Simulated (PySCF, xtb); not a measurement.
H₄O₂Zr, SMILES [OH][ZrH2][OH], multiplicity 1. Other conformers were not sampled.

Harmonic wavenumbers (cm⁻¹) from GFN2-xTB run with xtb at its own minimum, in rising order: 68, 125, 170, 228, 371, 381, 434, 502, 508, 512, 603, 1263, 1331, 3552, 3564.

**Question.** What does r2SCAN-D4/def2-TZVP (PySCF) give at its own minimum? (Estimate from the structure and the level; the computed values follow.)

**Answer.** 153, 245, 251, 279, 337, 371, 513, 527, 590, 733, 746, 1640, 1672, 3928, 3931. Paired by order, the mean absolute difference is 160 cm⁻¹ and the zero-point energies are 19.5 and 22.8 kcal/mol.
